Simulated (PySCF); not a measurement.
**Two-component Hartree-Fock for Cd (cadmium, neutral)**

Start: [Kr] 4d10 5s2. Calculated with PySCF 2.14 in x2c-SVPall-2c (6s9p6d1f, 70 functions): generalised Hartree-Fock with the X2C-1e Hamiltonian and a Gaussian nucleus; one run each with spin-orbit coupling (SO) switched off, then screened by Boettger's factors.

| spinor shell | electrons | ε, spin-free (eV) | ε, screened SO (eV) | weight of nominal j (screened SO) | rms radius, screened SO (bohr) |
| --- | --- | --- | --- | --- | --- |
| 1s1/2 | 2 | -26841.0 | -26838.9 | 1.000 | 0.0349 |
| 2s1/2 | 2 | -4071.7 | -4071.1 | 1.000 | 0.142 |
| 2p1/2 | 2 | -3647.3 | -3780.8 | 1.000 | 0.124 |
| 2p3/2 | 4 | -3647.3 | -3585.9 | 1.000 | 0.128 |
| 3s1/2 | 2 | -796.82 | -796.68 | 1.000 | 0.381 |
| 3p1/2 | 2 | -653.87 | -678.49 | 1.000 | 0.376 |
| 3d3/2 | 4 | -430.65 | -434.88 | 1.000 | 0.362 |
| 3d5/2 | 6 | -430.65 | -427.72 | 1.000 | 0.365 |
| 4s1/2 | 2 | -129.10 | -129.08 | 1.000 | 0.941 |
| 4p1/2 | 2 | -84.771 | -89.010 | 1.000 | 1.02 |
| 4p3/2 | 4 | -84.771 | -82.822 | 1.000 | 1.05 |
| 4d3/2 | 4 | -19.664 | -20.156 | 1.000 | 1.38 |
| 4d5/2 | 6 | -19.664 | -19.337 | 1.000 | 1.40 |
| 5s1/2 | 2 | -7.652 | -7.654 | 1.000 | 3.32 |

Q: Where does 3p3/2 lie, and what is the 3p spin-orbit splitting (screened SO)?

A: At -642.48 eV, 36.012 eV above 3p1/2.

```tsv
quantity	spin-free	screened SO
E (hartree)	-5590.26295	-5591.35577
M_J	0	0
⟨J²⟩	0.000	0.000
⟨L²⟩	0.000	0.016
⟨S²⟩	0.000	0.016
```

Breit and QED terms are absent; they matter most for the inner s and p1/2 levels.

Densities and radii are taken from the X2C orbitals without a picture-change correction, which distorts them close to the nucleus.

Without spin-orbit coupling the j labels of p, d and f shells carry no meaning; the spin-free column gives the mean over the occupied spinors of each nl shell.
